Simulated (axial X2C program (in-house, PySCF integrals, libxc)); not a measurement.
**BeAg: cheaper levels and CCSD(T), 2c**

Computed with an in-house all-electron X2C program for linear molecules (integrals from PySCF). Two-component (2c) means X2C with spin–orbit coupling and atomic mean-field two-electron Coulomb and Gaunt terms. Basis: Ag dyall-cv3z [12s12p8d5f3g], Be dyall-cv3z [8s8p3d1f] (cores contracted in-house); Gaussian nuclei, density fitting, unrestricted open shells. Masses: Ag 106.905 u, Be 9.012 u.

State: Ω = 1/2 (⟨Sz⟩ = 0.50, ⟨Lz⟩ = 0.00 at HF); fragments Ag + Be.

| level | Re (Å) | ωe (cm⁻¹) | De (eV) |
| --- | --- | --- | --- |
| PBE0 | 2.208 | 421.5 | 1.18 |
| HF | 2.421 | 298.2 | 0.387 |
| MP2 | 2.153 | 470.8 | 1.10 |
| CCSD | 2.233 | 394.3 | 0.762 |
| PBE50 | 2.247 | 398.0 | 0.985 |

Correlated methods: 13 electrons correlated (number of frozen shells: Ag 4 s, 3 p, 1 d; Be 1 s), 257 virtual spin orbitals or spinors in MP2, 90 natural virtuals in coupled cluster.

CCSD(T), same Hamiltonian and basis:

Re = 2.203 Å, ωe = 420.4 cm⁻¹, De = 0.87 eV; T1 = 0.024 (Lee–Taylor normalisation).

Task: Give the differences from CCSD(T) in the columns below.

Result: 

```json
{"level": "PBE0", "ΔRe (Å)": "0.005", "Δωe (cm⁻¹)": "1", "ΔDe (eV)": "0.31"}
{"level": "HF", "ΔRe (Å)": "0.218", "Δωe (cm⁻¹)": "-122", "ΔDe (eV)": "-0.48"}
{"level": "MP2", "ΔRe (Å)": "-0.050", "Δωe (cm⁻¹)": "50", "ΔDe (eV)": "0.23"}
{"level": "CCSD", "ΔRe (Å)": "0.030", "Δωe (cm⁻¹)": "-26", "ΔDe (eV)": "-0.11"}
{"level": "PBE50", "ΔRe (Å)": "0.044", "Δωe (cm⁻¹)": "-22", "ΔDe (eV)": "0.12"}
```

The state is a single determinant with fixed occupations, the lowest that a limited PBE0 search found. De is counted from the lowest determinant-based energies of the atoms at the same level, without counterpoise correction. Density functionals use the spin component along the axis (collinear). CCSD and (T) use frozen natural virtuals with an MP2 correction for the truncation; (T) itself is uncorrected, so its De runs slightly low. The determinant is spin-polarised beyond a pure state at some levels (its spin-free form has ⟨S²⟩ too high), which makes Re and μ there less reliable.
